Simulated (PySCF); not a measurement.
Frontier orbitals and the lowest excitations

Compound: CF2Cl-CCl3, C2Cl4F2.
Structure used (PBE0-D3(BJ)/def2-SVP), in Å, numbered top down from 1:
```
atom  x, y, z in Å
F1     0.8117   -0.6207   -1.4507
C2     0.7520   -0.2202   -0.1880
F3     1.5852    0.7999   -0.0310
Cl4    1.2428   -1.5441    0.8682
C5    -0.7045    0.2570    0.1266
Cl6   -1.0793    1.5870   -0.9809
Cl7   -1.8225   -1.0800   -0.1382
Cl8   -0.7854    0.8211    1.7940
```

Computed with TDDFT B3LYP/def2-SVPD, vertical, gas phase, core orbitals frozen in the response (PySCF).

Kohn–Sham orbitals with the atoms that hold most of them (Löwdin shares over 4%, at most four atoms; ? is withheld):

```csv
orbital,ε (eV),atoms
HOMO-3,-9.72,"Cl7 26%, Cl8 26%, Cl6 16%, C5 11%"
HOMO-2,-9.31,"Cl7 36%, Cl8 35%, Cl4 21%"
HOMO-1,-9.18,?
HOMO,-8.95,?
LUMO,-1.48,"Cl6 28%, C5 24%, Cl7 23%, Cl8 23%"
LUMO+1,-1.22,"Cl4 26%, C5 21%, Cl6 20%, C2 14%"
LUMO+2,-0.77,"C5 31%, Cl7 27%, Cl8 27%, Cl6 5%"
```

Problem. Which atoms hold the HOMO, and with what shares?

Solution. Cl6 (bonded to C) 35%; Cl8 (bonded to C) 30%; Cl7 (bonded to C) 29%; Cl4 (bonded to C) 5%.

Problem. Give the leading atoms of the HOMO-1.

Solution. Cl6 (bonded to C) 34%; Cl4 (bonded to C) 27%; Cl8 (bonded to C) 17%; Cl7 (bonded to C) 17%.

Problem. How does S1 compare with the orbital gap of 7.47 eV?

Solution. S1 is at 6.25 eV (f = 0.0002), 1.22 eV below the gap, made of HOMO→LUMO (97%). 

Problem. One configuration dominates each of S1, S2, S3, S4, S5 and S6. Which, and how do the shares of the two leading atoms of either orbital change from the occupied to the empty one?

Solution. 
- S1 (6.25 eV, f 0.0002), HOMO→LUMO (97%): Cl6 35% → 28%, Cl8 30% → 23%, C5 at most 2% → 24%
- S2 (6.61 eV, f 0.011), HOMO-1→LUMO (92%): Cl6 34% → 28%, Cl4 27% → at most 3%, C5 at most 6% → 24%
- S3 (6.64 eV, f 0.0027), HOMO→LUMO+1 (90%): Cl6 35% → 20%, Cl8 30% → at most 14%, Cl4 5% → 26%, C5 at most 2% → 21%
- S4 (6.72 eV, f 0.019), HOMO-2→LUMO (84%): Cl7 36% → 23%, Cl8 35% → 23%, Cl6 at most 4% → 28%, C5 at most 4% → 24%
- S5 (6.83 eV, f 0.0054), HOMO-1→LUMO+1 (88%): Cl6 34% → 20%, Cl4 27% → 26%, C5 at most 6% → 21%
- S6 (7.01 eV, f 0.0018), HOMO-2→LUMO+1 (95%): Cl7 36% → at most 14%, Cl8 35% → at most 14%, Cl4 21% → 26%, C5 at most 4% → 21%

Löwdin shares depend on the basis, the more so with diffuse functions.

Rough CPU time on one thread of a shared machine: about 2.3 min.
